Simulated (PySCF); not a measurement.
**How the method moves the HOMO and LUMO of `B[C@H](BCl)B(Cl)Cl`**

Species: CH4B3Cl3.
SMILES with atom numbers: `[BH2:1][C@H:2]([BH:3][Cl:4])[B:5]([Cl:6])[Cl:7]` (hydrogens: H8, H9 on B1; H10 on C2; H11 on B3)

Cartesian coordinates in Å at the PBE0-D3(BJ)/def2-SVP level; atoms count from 1:
```xyz
11
CH4B3Cl3 angstrom
B     -1.2472   -0.6956   -0.3960
C     -0.0094    0.2550   -0.4405
B      1.2087   -0.7007   -0.2428
Cl     2.4496   -0.7716   -1.4751
B     -0.0734    1.1507    0.8400
Cl    -0.1407    0.5186    2.4719
Cl    -0.0760    2.8950    0.6455
H     -2.0261   -0.6794   -1.3184
H     -1.4284   -1.4449    0.5306
H      0.0541    0.8653   -1.3490
H      1.3423   -1.4117    0.7160
```

Basis pcSseg-1 throughout (PySCF), one geometry. Geometry: PBE0-D3(BJ)/def2-SVP, one conformer, isolated molecule.

**Question.** How do the orbital energies, the gap and the dipole change with the method?

**Answer.** 
```json
{"method": "BLYP", "kind": "GGA", "HOMO (eV)": "-7.33", "LUMO (eV)": "-3.08", "gap (eV)": "4.25", "μ (D)": "0.69", "SCF cycles": "14"}
{"method": "B97-D", "kind": "GGA", "HOMO (eV)": "-7.49", "LUMO (eV)": "-3.08", "gap (eV)": "4.42", "μ (D)": "0.78", "SCF cycles": "14"}
{"method": "PBE0", "kind": "global hybrid", "HOMO (eV)": "-8.87", "LUMO (eV)": "-2.38", "gap (eV)": "6.49", "μ (D)": "0.90", "SCF cycles": "12"}
{"method": "mPW1PW91", "kind": "global hybrid", "HOMO (eV)": "-8.90", "LUMO (eV)": "-2.37", "gap (eV)": "6.54", "μ (D)": "0.91", "SCF cycles": "12"}
{"method": "BHandHLYP", "kind": "global hybrid", "HOMO (eV)": "-10.09", "LUMO (eV)": "-1.35", "gap (eV)": "8.75", "μ (D)": "1.01", "SCF cycles": "12"}
{"method": "wB97X-D", "kind": "range-separated hybrid", "HOMO (eV)": "-10.78", "LUMO (eV)": "-0.53", "gap (eV)": "10.25", "μ (D)": "1.01", "SCF cycles": "13"}
{"method": "LC-wPBE", "kind": "range-separated hybrid", "HOMO (eV)": "-11.65", "LUMO (eV)": "-0.13", "gap (eV)": "11.51", "μ (D)": "1.01", "SCF cycles": "12"}
```

The HOMO spans 4.32 eV, from BLYP down to LC-wPBE, and the gap runs from 4.25 eV (BLYP) to 11.51 eV (LC-wPBE). Over the methods BLYP (0 %), B97-D (0 %), PBE0 (25 %), mPW1PW91 (25 %), BHandHLYP (50 %), a straight line through the gap against the share of exact exchange rises by 0.88 eV for each 10 % (correlation coefficient 0.999). The dipole ranges from 0.69 D (BLYP) to 1.01 D (LC-wPBE). This basis has no diffuse functions.
